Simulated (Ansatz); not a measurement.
Several settings on one geometry of AsH2(SMe) (CH5AsS) (that of the charge 0 singlet, PBE0-D4/def2-TZVP). Ansatz on 4 threads of Intel Xeon 6975P-C on a shared host; times are rough.

```xyz
8

As    0.774    1.525    0.085
H     2.068    1.554   -0.719
H     0.158    2.624   -0.770
S    -0.178   -0.172   -1.010
C    -0.627   -1.210    0.403
H     0.253   -1.553    0.945
H    -1.142   -2.077   -0.014
H    -1.304   -0.691    1.081
```

Totals from different functionals, basis sets or treatments of relativity can't be compared as stabilities.

The spins typed aren't always the lowest for that charge.

Task: Give the basis size and estimate the energy, ⟨S²⟩ and time of these runs.

| run | method | charge | state | further keys |
| --- | --- | --- | --- | --- |
| 1 | RKS r2SCAN50/def2-TZVP | 0 | singlet | scf: {omitted_lower_state_checks: [starts]}; forces asked |
| 2 | UKS ωB97/def2-mTZVPP | 1 | doublet | final_grid: {core_spheres: 5, valence_spheres: 4, degree: 11}; scf: {lower_state_search: off}; forces asked |
| 3 | UKS PBE0/def2-TZVP | -1 | doublet | final_grid: {core_spheres: 8, valence_spheres: 7, degree: 23}; pseudopotentials: {relativity: none}; scf: {lower_state_search: full}; forces asked |

Result: 
```json
{"run": "1", "functions": "146", "energy (Eh)": "-2675.1095", "⟨S²⟩": "–", "wall time": "1.4 s"}
{"run": "2", "functions": "107", "energy (Eh)": "-2675.0105", "⟨S²⟩": "0.76", "wall time": "1 s"}
{"run": "3", "functions": "146", "energy (Eh)": "-2674.7022", "⟨S²⟩": "0.75", "wall time": "4.6 s"}
```

The highest occupied level of an anion often lies above zero with these methods, and sets without diffuse functions describe the outer electron poorly.
